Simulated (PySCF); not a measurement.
**Computed spin Hamiltonian**

C₅H₆NO₃ (doublet state).
Z-matrix (Å and degrees, GFN2-xTB geometry), rows numbered from 1:
```
C 
N   1  1.2311
C   2  1.4291  1  128.99
C   3  1.5338  2  114.53  1    -2.61
O   4  1.4185  3  111.73  2    68.18
C   5  1.3372  4  122.77  3    26.30
O   6  1.1914  5  120.02  4  -178.06
O   6  1.3396  5  120.07  4     1.77
C   8  1.4184  6  122.32  5     0.49
H   1  1.0765  2  122.15  3  -178.02
H   3  1.0953  2  107.62  1  -125.53
H   4  1.0969  3  109.88  2  -170.56
H   4  1.0933  3  110.98  2   -49.33
H   9  1.0969  3  110.08  2   168.90
H   9  1.0930  3  111.33  2    47.57
```

The hyperfine couplings belong to this conformer and change with its torsions.

Identity: `O=C1OCC(/N=[C]/[H])CO1` [radical].

Method used: PySCF, UKS B3LYP, pcH-1 on C H N O, non-relativistic, mean-field spin-orbit, GIAO. Geometry: GFN2-xTB, one conformer, isolated molecule. The geometry wasn't refined by DFT: couplings that depend on bond lengths, twists or pyramidal angles can differ widely from those at the functional's own minimum. The SCF solution wasn't tested for stability.

```json
{
  "g1, g2, g3": "1.99869, 2.00210, 2.00326",
  "g_iso": "2.00135",
  "Form of g": "rhombic: the two nearest values differ by 25 % of g3 − g1",
  "⟨S²⟩": "0.7529 (exact 0.7500)"
}
```

Isotropic coupling and dipolar principal values T1 to T3, in G; ρ(0) is the spin density at the nucleus (MHz turned into gauss with g_iso; 10 G = 1 mT):

```json
{"atom": "C1", "isotope": "13C", "a_iso": "85.2", "T1": "-20.9", "T2": "-18.5", "T3": "39.4", "Mulliken spin population": "0.68", "ρ(0) (bohr⁻³)": "0.2124"}
{"atom": "N2", "isotope": "14N", "a_iso": "5.5", "T1": "-6.4", "T2": "-5.1", "T3": "11.5", "Mulliken spin population": "0.20", "ρ(0) (bohr⁻³)": "0.0481"}
{"atom": "C3", "isotope": "13C", "a_iso": "22.2", "T1": "-2.1", "T2": "-2.0", "T3": "4.1", "Mulliken spin population": "0.02", "ρ(0) (bohr⁻³)": "0.0554"}
{"atom": "C4", "isotope": "13C", "a_iso": "0.9", "T1": "-1.3", "T2": "-0.6", "T3": "1.9", "Mulliken spin population": "0.02", "ρ(0) (bohr⁻³)": "0.0023"}
{"atom": "O5", "isotope": "17O", "a_iso": "-0.2", "T1": "-1.0", "T2": "0.5", "T3": "0.5", "Mulliken spin population": "0.00", "ρ(0) (bohr⁻³)": "0.0011"}
{"atom": "C6", "isotope": "13C", "a_iso": "0.3", "T1": "-0.2", "T2": "-0.2", "T3": "0.4", "Mulliken spin population": "0.00", "ρ(0) (bohr⁻³)": "0.0008"}
{"atom": "O7", "isotope": "17O", "a_iso": "0.0", "T1": "-0.1", "T2": "0.0", "T3": "0.1", "Mulliken spin population": "0.00", "ρ(0) (bohr⁻³)": "0.0000"}
{"atom": "O8", "isotope": "17O", "a_iso": "0.0", "T1": "-0.2", "T2": "0.1", "T3": "0.1", "Mulliken spin population": "0.00", "ρ(0) (bohr⁻³)": "-0.0002"}
{"atom": "C9", "isotope": "13C", "a_iso": "0.2", "T1": "-0.3", "T2": "-0.1", "T3": "0.4", "Mulliken spin population": "0.00", "ρ(0) (bohr⁻³)": "0.0004"}
{"atom": "H10", "isotope": "1H", "a_iso": "71.7", "T1": "-7.7", "T2": "-3.2", "T3": "10.9", "Mulliken spin population": "0.07", "ρ(0) (bohr⁻³)": "0.0449"}
{"atom": "H11", "isotope": "1H", "a_iso": "-1.8", "T1": "-1.7", "T2": "-1.3", "T3": "3.0", "Mulliken spin population": "0.00", "ρ(0) (bohr⁻³)": "-0.0011"}
{"atom": "H12", "isotope": "1H", "a_iso": "0.7", "T1": "-1.0", "T2": "-0.4", "T3": "1.3", "Mulliken spin population": "0.00", "ρ(0) (bohr⁻³)": "0.0004"}
{"atom": "H13", "isotope": "1H", "a_iso": "-1.0", "T1": "-1.7", "T2": "-0.8", "T3": "2.5", "Mulliken spin population": "0.00", "ρ(0) (bohr⁻³)": "-0.0006"}
{"atom": "H14", "isotope": "1H", "a_iso": "-0.5", "T1": "-0.5", "T2": "-0.3", "T3": "0.9", "Mulliken spin population": "0.00", "ρ(0) (bohr⁻³)": "-0.0003"}
{"atom": "H15", "isotope": "1H", "a_iso": "0.0", "T1": "-0.9", "T2": "-0.7", "T3": "1.6", "Mulliken spin population": "0.00", "ρ(0) (bohr⁻³)": "0.0000"}
```

The Mulliken spin populations are largest on C1 (+0.68), N2 (+0.20) and H10 (+0.07).

Under fast tumbling the dipolar parts average out, and these isotropic splittings remain: 1 × 1H (H10, I = 1/2, 2 lines) with 7.17 mT, 1 × 14N (N2, I = 1, 3 lines) with 0.55 mT, 1 × 1H (H11, I = 1/2, 2 lines) with 0.18 mT and 2 × 1H (H13/H15, I = 1/2, 3 lines) with 0.05 mT.

Class means assume fast exchange of nuclei equivalent by connectivity; if that motion is slow, each nucleus keeps its own coupling.

The 13C coupling of C1 (238.8 MHz) shows only in satellite lines or after enrichment, since that isotope makes up about 1.07 % of natural carbon.
